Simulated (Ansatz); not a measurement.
```csv
atom,x (Å),y (Å),z (Å)
Al,0.0000,0.0000,-0.1096
H,0.0000,0.0000,1.4247
```

Basis set: cc-pVDZ (spherical functions). Correlated methods keep 5 orbitals frozen. Charge 0, multiplicity 1.

Computed with Ansatz (development build ahead of 0.2.0); each method stands on the lowest determinant of its kind that the runs found. Restricted open shells among the atoms or ions are ROHF, correlated in semicanonical orbitals with singles.

Q: Give the atomization energy at this shape (free ground-state atoms in the same class of orbitals less the molecule, no zero-point energy) of singlet AlH by RHF-MP2, RHF.

A:

```json
{"method": "RHF-MP2", "atomization energy": "260.1 kJ/mol"}
{"method": "RHF", "atomization energy": "212.6 kJ/mol"}
```
